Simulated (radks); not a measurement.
Results of a calculation; reference values are marked as such.
Spherical quantum dot in the effective-mass picture: electrons in a hard-walled sphere of radius 4.48, all in effective atomic units (hartree* = m*/eps^2 hartree, bohr* = eps/m* bohr), one dielectric constant everywhere. Level of theory: non-relativistic Kohn-Sham, LDA (Slater exchange, Perdew-Wang correlation), spin-polarised, spherical densities (a radial shooting solver with Libxc functionals). Levels are named by radial order and angular momentum (1s, 1p, 1d, 2s, ...), and open shells are averaged over m.

N = 31, configuration 1s2 1p6 1d10 1f(up 7, down 6). This is the lowest configuration that the search found. Occupied and some empty levels:

| level | occupation | eigenvalue (hartree*) | <r> (bohr*) |
|---|---|---|---|
| 1s up | 1 | 8.7934 | 3.200 |
| 1s down | 1 | 8.8009 | 3.197 |
| 1p up | 3 | 8.9050 | 3.271 |
| 1p down | 3 | 8.9128 | 3.269 |
| 1d up | 5 | 9.1088 | 3.341 |
| 1d down | 5 | 9.1168 | 3.341 |
| 1f up | 7 | 9.3951 | 3.405 |
| 1f down | 6 | 9.4032 | 3.405 |
| 1g up | 0 | 9.7577 | 3.461 |
| 1g down | 0 | 9.7660 | 3.461 |
| 2s up | 0 | 9.7987 | 1.988 |
| 2s down | 0 | 9.8013 | 1.987 |
| 2p up | 0 | 10.203 | 2.340 |
| 2p down | 0 | 10.206 | 2.339 |
| 2d up | 0 | 10.694 | 2.561 |
| 2d down | 0 | 10.698 | 2.560 |

Energy (hartree*): total 154.685, kinetic 33.880, external 0, Hartree 133.61, exchange-correlation -12.810.

Electron density:

| r (bohr*) | n(r) (e/bohr*^3) |
|---|---|
| 0.247 | 0.001252 |
| 0.581 | 0.001817 |
| 0.914 | 0.003238 |
| 1.25 | 0.006431 |
| 1.58 | 0.01318 |
| 1.92 | 0.02635 |
| 2.25 | 0.04944 |
| 2.58 | 0.08454 |
| 2.92 | 0.1273 |
| 3.25 | 0.1598 |
| 3.58 | 0.1523 |
| 3.92 | 0.09053 |
| 4.25 | 0.01789 |
